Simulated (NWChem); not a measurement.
# CH$_{2}$F$_{2}$O$_{2}$Si; SMILES F[Si]1(F)OCO1

```xyz
8

F      0.0000    -1.2634     1.3402
Si     0.0000     0.0000     0.3706
F      0.0000     1.2634     1.3402
O     -1.1048     0.0000    -0.8671
C      0.0000     0.0000    -1.7740
O      1.1048     0.0000    -0.8671
H      0.0000    -0.9092    -2.3975
H      0.0000     0.9092    -2.3975
```
Atoms are numbered in this order, from 1.

Computed with NWChem. Medium grid unless said otherwise, to which SCAN and Minnesota functionals are sensitive. Coordinates come from a PBE0/def2-SVP optimisation. B3LYP is NWChem's, with the RPA form of VWN correlation. Total energies of different functionals are on different scales.

| level | energy (Ha) | highest occupied level (eV) | orbital gap (eV) | dipole (D) |
|---|---|---|---|---|
| PBE/def2-TZVP | -678.7720 | -7.50 | 6.89 | 1.37 |
| B3LYP/def2-TZVP | -679.3325 | -8.90 | 8.97 | 1.47 |
| M06-2X/def2-TZVP | -679.1687 | -10.74 | 11.99 | 1.53 |
| PBE0/def2-TZVP | -678.7995 | -9.13 | 9.56 | 1.47 |
| CAM-B3LYP/def2-TZVP | -679.2183 | -10.64 | 11.99 | 1.51 |
| Hartree-Fock/def2-TZVP | -676.9591 | [?] | [?] | [?] |

Q: Some entries are withheld; supply them.

A: 
- Hartree-Fock/def2-TZVP, highest occupied level (eV): -13.20
- Hartree-Fock/def2-TZVP, orbital gap (eV): 17.06
- Hartree-Fock/def2-TZVP, dipole (D): 1.62
